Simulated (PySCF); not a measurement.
**ORD: SMILES O(C=O)[C@H]1CC[Si@@H]1Br, C4H7BrO2Si**

Geometry:
```tsv
atom	x (Å)	y (Å)	z (Å)
O1	2.310	0.722	0.423
C2	2.361	-0.448	0.121
O3	1.405	-1.128	-0.434
C4	0.221	-0.368	-0.706
C5	-1.086	-0.999	-0.215
C6	-1.759	0.269	0.341
Si7	-0.060	1.175	0.408
Br8	0.060	3.065	-0.727
H9	3.249	-1.069	0.298
H10	0.210	-0.189	-1.785
H11	-1.651	-1.513	-0.991
H12	-0.870	-1.710	0.583
H13	-2.306	0.109	1.267
H14	-2.457	0.693	-0.379
H15	0.369	1.400	1.774
```

Computed, not measured: TDDFT LC-wPBE/def2-SVPD circular dichroism and optical rotation, one conformer, gas phase in PySCF. Geometry: GFN2-xTB.

The molecule is flexible and this is one conformer; a measurement averages over conformers. The calculation is non-relativistic, which matters for the atoms heavier than Zn.

Stereocentres: C4 R, Si7 S.

Give the optical rotatory dispersion at 633, 589.3, 546, 436, 405, 365, 355 nm.

[α] in deg dm⁻¹ (g/mL)⁻¹:
| λ (nm) | origin-invariant length gauge | modified velocity gauge | length gauge (centre of mass) | isotropic polarisability (au) |
| --- | --- | --- | --- | --- |
| 633 | -40.4 | -34.3 | -41.5 | 95.6 |
| 589.3 | -47.4 | -40.3 | -48.6 | 95.9 |
| 546 | -56.4 | -47.9 | -57.9 | 96.3 |
| 436 | -96.7 | -82.5 | -99.2 | 98.1 |
| 405 | -117.0 | -99.9 | -120.1 | 98.9 |
| 365 | -155.8 | -133.5 | -159.9 | 100.3 |
| 355 | -168.9 | -144.9 | -173.4 | 100.7 |

And for the mirror image at 589.3 nm?

+47.4 deg dm⁻¹ (g/mL)⁻¹ (origin-invariant length gauge): the same size and the opposite sign.

What is the molar rotation [Φ] = [α]·M/100 of the geometry above at 589.3 nm?

With M = 195.09 g/mol, -92.5 deg cm² dmol⁻¹ (origin-invariant length gauge).

The first excitation lies at 6.04 eV (205 nm) with R = -6.1 × 10⁻⁴⁰ esu² cm² (velocity form).
